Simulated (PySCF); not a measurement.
## Solvent effects on NMR parameters

Atom-mapped SMILES (the numbers label the heavy atoms): `[CH3:1][CH:2]([CH3:3])[BH:4][O:5][CH:6]([CH3:7])[CH3:8]`; H(Xn) means a hydrogen on atom n.

GIAO PBE0/pcSseg-1 in PySCF 2.14 on one PBE0-D3(BJ)/def2-SVP conformer, non-relativistic, equivalent nuclei averaged. Solvents enter as an IEF-PCM continuum (benzene with ε = 2.3, acetonitrile with ε = 35.7) around the gas-phase geometry. Shifts are referred to TMS, BF3·OEt2 computed in the same medium.

In benzene, δ in ppm: C6 78.9, C7/C8 26.4, C2 21.2, C1/C3 18.3, B4 50.2, H(B4) 4.94, H(C6) 4.03, H(C7)/H(C8) 1.27, H(C1)/H(C3) 0.87, H(C2) 0.80. Dipole moment 1.52 D.

Problem. How does each δ change in the more polar medium?

Solution. 
| atoms | environment | Δδ, acetonitrile |
| --- | --- | --- |
| C6 | sp3 CH bonded to O | +0.8 |
| C7/C8 | methyl carbon | +0.2 |
| C2 | sp3 CH bonded to B | +0.7 |
| C1/C3 | methyl carbon | +0.2 |
| B4 | boron bonded to C, O, H | +0.2 |
| H(B4) | hydrogen on a boron bonded to C, O | -0.04 |
| H(C6) | hydrogen on an sp3 CH bonded to O | +0.08 |
| H(C7)/H(C8) | hydrogen on a methyl carbon | +0.02 |
| H(C1)/H(C3) | hydrogen on a methyl carbon | +0.01 |
| H(C2) | hydrogen on an sp3 CH bonded to B | -0.09 |

Changes are relative to benzene. The dipole moment becomes 1.69 D in acetonitrile.

Problem. Which nuclei move most (in ppm), and what does the model miss?

Solution. C6 (sp3 CH bonded to O, +0.8 ppm) in acetonitrile. A continuum only polarises the solute; specific hydrogen bonds, the anisotropy of aromatic solvents and changes of geometry or conformer are outside it.
